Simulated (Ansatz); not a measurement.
`O[SiH](F)[SeH]` + HI → `O[SiH](F)I` + H₂Se at 400 K and 1 bar (ligand exchange at the Si–Se bond).

Computed with Ansatz on PBE0-D4/def2-TZVP structures; ΔE is electronic, products minus reactants. CCSD(T)/CBS is the MP2 limit (def2-TZVPP, def2-QZVPP) plus CCSD(T) − MP2 in def2-TZVPP, frozen cores. def2 core potentials past Kr. For I, Se outer-core shells are correlated without core-valence functions, which leaves a few kJ/mol of doubt a bond. Scalar relativity is left out up to krypton. Each species was taken in one conformer, which may not be the lowest.

```tsv
species	CCSD(T)/CBS energy (Eh)	H − E (kJ/mol)	S (J/(mol·K))
`O[SiH](F)[SeH]`	-2866.70409	119.8	360.5
HI	-298.03592	25.7	215.0
`O[SiH](F)I`	-762.85028	96.9	354.4
H₂Se	-2401.89790	49.4	229.5
```

H − E and S are ideal-gas, rigid-rotor, harmonic terms from PBE0-D4/def2-TZVP, for one conformer and one mirror image of each species. 1 Eh = 2625.50 kJ/mol, R = 8.31446 J/(mol·K).

**Question.** By hand: ΔE, ΔH, ΔS and ΔG.

**Answer.** ΔE = (-762.85028) + (-2401.89790) − (-2866.70409) − (-298.03592) = -0.00817 Eh = -21.5 kJ/mol. Δ(H − E) = 96.9 + 49.4 − 119.8 − 25.7 = 0.8, so ΔH = -20.7 kJ/mol. ΔS = 354.4 + 229.5 − 360.5 − 215.0 = 8.4 J/(mol·K). ΔG = -20.7 − 400 × (8.4)/1000 = -24.1 kJ/mol.

**Question.** By hand: the equilibrium constant, and the temperature at which ΔG would vanish if ΔH and ΔS stayed fixed.

**Answer.** log₁₀ K = −ΔG/(RT ln 10) = 3.1. ΔH and −TΔS have one sign here, so there is no such temperature.

The number of gas molecules stays the same, so ΔS is small and ΔH decides. A doubt of 5 kJ/mol in ΔE shifts log₁₀ K by 0.7 here. Other conformers and mirror images would add mixing entropy, several J/(mol·K) or more a flexible species. These are equilibria of isolated gas molecules and say nothing of rates. Largest T1 diagnostic: 0.011 (customary marks: 0.02 for closed shells, 0.045 for open ones).

ΔS is within the doubt of such terms, so its sign, and with it that verdict, could turn.
